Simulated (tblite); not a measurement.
C₆H₁₃NSi.
Z-matrix (Å and degrees, GFN2-xTB geometry), rows numbered from 1:
```
C 
C   1  1.4928
C   2  1.3224  1  124.92
C   3  1.5011  2  124.69  1   179.47
C   4  1.5353  3  111.60  2   121.88
C   5  1.5281  4  108.78  3    80.07
Si  6  1.9014  5  103.78  4    32.96
N   4  1.4543  3  111.61  2  -120.47
H   1  1.0902  2  110.16  3  -118.18
H   1  1.0899  2  110.28  3   123.32
H   1  1.0872  2  111.05  3     2.49
H   2  1.0837  1  115.31  3  -179.67
H   3  1.0819  2  120.56  1     1.03
H   4  1.0988  3  108.98  2     0.09
H   5  1.0915  4  110.39  3   -43.57
H   5  1.0912  4  107.98  3  -161.77
H   6  1.0877  5  110.57  4   155.97
H   6  1.0898  5  110.35  4   -86.12
H   7  1.4702  6  111.84  5  -133.56
H   7  1.4652  6  115.10  5    99.25
H   8  1.0062  4  114.06  3    63.91
```

All values are computed: GFN2-xTB (tblite) harmonic vibrations without scaling, gas phase. Errors from tens to a few hundred cm⁻¹ against measured bands are possible. Modes of hydrogen on silicon can be 10 to 20 % off. One conformer, not necessarily the lowest.

Harmonic wavenumbers (cm⁻¹): 51.2, 75.8, 131.3, 165.2, 178.5, 232.9, 331.0, 370.1, 438.6, 459.8, 474.6, 507.5, 534.8, 643.3, 679.4, 724.9, 747.2, 806.0, 812.4, 866.2, 901.2, 953.9, 963.2, 1004.9, 1042.2, 1054.3, 1068.1, 1117.1, 1127.8, 1142.3, 1173.8, 1227.7, 1235.5, 1272.2, 1289.3, 1317.7, 1324.8, 1339.8, 1402.4, 1478.9, 1480.7, 1487.1, 1501.9, 1734.7, 2187.6, 2242.5, 2878.9, 2967.1, 2982.7, 2989.3, 2993.5, 3009.7, 3015.4, 3035.2, 3045.9, 3063.8, 3482.0.

A = 3537, B = 894.4, C = 842.7 MHz; mass 127.082 u (most abundant isotopes); point group C1, symmetry number 1.

Q: Zero-point energy?

A: ½Σν̃ = 38383 cm⁻¹ = 459.16 kJ/mol.

Q: Give the ideal-gas entropy at 500 K and 1 bar in the rigid-rotor, harmonic-oscillator model (classical rotation).

A: Translation 180.03, rotation 128.53, vibration 203.97: S = 512.5 J/(mol K).

Q: And Cp and H(500 K) − H(0)?

A: Cp = 253.63 J/(mol K), of which vibrations give 220.38 (their classical limit is 57 R = 473.9); H(500 K) − H(0) = 71.10 kJ/mol without the zero-point energy, 54.48 from vibrations.

Q: Which modes carry the vibrational entropy at 500 K?

A: 51.2 cm⁻¹: 24.24; 75.8 cm⁻¹: 20.99; 131.3 cm⁻¹: 16.46; 165.2 cm⁻¹: 14.58; 178.5 cm⁻¹: 13.94; 232.9 cm⁻¹: 11.80 J/(mol K); the other 51 give 101.96 together.

Q: Blend soft modes into free rotors: weight 1/[1 + (100 cm⁻¹/ν̃)⁴] for the oscillator and the rest for a rotor with moment μB/(μ + B), μ = h/(8π²ν), B = 10⁻⁴⁴ kg m². What vibrational entropy results?

A: 191.35 J/(mol K) in place of 203.97, which changes −T·S at 500 K by +6.31 kJ/mol.

Q: What must be added to the electronic energy to get the Gibbs energy at 500 K and 1 bar?

A: ZPE + [H(500 K) − H(0)] − T·S = 459.16 + 71.10 − 256.26 = 274.00 kJ/mol.

Hindered rotation and anharmonicity are outside this model. Other conformers, if any are populated, would add a mixing term that is left out. The structure is chiral; the term R ln 2 for an equal mix with its mirror image is left out.

The run took 1.4 s of wall time on an Arm Neoverse N1 with one thread, shared host with 64 logical CPUs at a one-minute load of 56. This covers the Hessian and the dipole derivatives.
